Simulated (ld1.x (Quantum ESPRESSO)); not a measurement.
**Cutoff test, Sb, PAW**

- Element: antimony
- Generator: ld1.x (Quantum ESPRESSO) 7.5
- Type: PAW
- Functional: PBEsol
- Relativity: scalar-relativistic
- Frozen core: [Kr] 4d10
- Valence charge: 5
- Reference configuration: 5s1 5p4
- Partial waves: 5s (bound): rcut 1.90, rcutus 2.00 bohr; 5s channel at 0.95 Ry: rcut 1.90, rcutus 2.00 bohr; 5p (bound): rcut 2.00, rcutus 2.15 bohr; 5p channel at 0.05 Ry: rcut 2.00, rcutus 2.15 bohr; 5d channel at 0.3 Ry: rcut 1.70, rcutus 2.20 bohr; 5d channel at 2.6 Ry: rcut 1.70, rcutus 2.20 bohr
- Local potential: all-electron potential smoothed inside 2.15 bohr (lloc = -2)
- Core correction: Bessel-smoothed model core inside 1.40 bohr
- Augmentation charge: PSQ, inside the norm-conserving radii

The pseudo-atom Hamiltonian at the reference potential is diagonalised in spherical Bessel functions j_l(qr) that vanish at 20 bohr, with q² up to the cutoff. All-electron valence levels (Ry): 5s -1.0050, 5p -0.3986.

Q: How do the lowest levels (Ry) of each channel move with the cutoff, and are there ghosts?

A:

```tsv
cutoff (Ry)	s #1	p #1	p #2	d #1	f #1	f #2	Σ f·Δε (mRy)
8	-1.0032	-0.3988	0.0248	0.0525	0.1108	0.2326	3.3
10	-1.0049	-0.3989	0.0248	0.0525	0.1108	0.2326	1.4
12	-1.0051	-0.3989	0.0248	0.0525	0.1108	0.2326	0.9
15	-1.0051	-0.3989	0.0248	0.0525	0.1108	0.2326	0.9
18	-1.0053	-0.3990	0.0248	0.0525	0.1108	0.2326	0.5
400	-1.0055	-0.3991	0.0248	0.0524	0.1108	0.2326	0.0
```

Result: no extra level below or beside the all-electron valence levels (s, p, d, f tested); 10 mRy is reached at 8 Ry and 1 mRy at 12 Ry.
